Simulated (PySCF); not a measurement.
How methods differ on the ionisation energy of Si²⁺

Si²⁺ [Ne] 3s2 (1S) → Si³⁺ [Ne] 3s1 (2S), as a difference of total energies. Calculation: PySCF 2.14, in aug-cc-pV(T+d)Z with one added diffuse shell each of s, p, d, f type (7s6p5d3f, 71 functions); the non-relativistic Hamiltonian (point nucleus). Correlated levels: valence: [Ne] frozen. The calculations carry no spin-orbit coupling.

```csv
method,ionisation energy (eV)
UHF,31.959
MP2 (valence),32.824
SCS-MP2 (valence),32.997
CCSD (valence),33.175
```

Errors of the correlated levels include the incompleteness of this basis and the frozen core.

With two correlated electrons CCSD is exact in that space.

**Question.** Which method comes closest to the reference value, and which is furthest?

**Answer.** The reference is 33.493 eV (measured; NIST Atomic Spectra Database, ionization energies). Closest: CCSD (valence) (error -0.318 eV); furthest: UHF (error -1.534 eV).
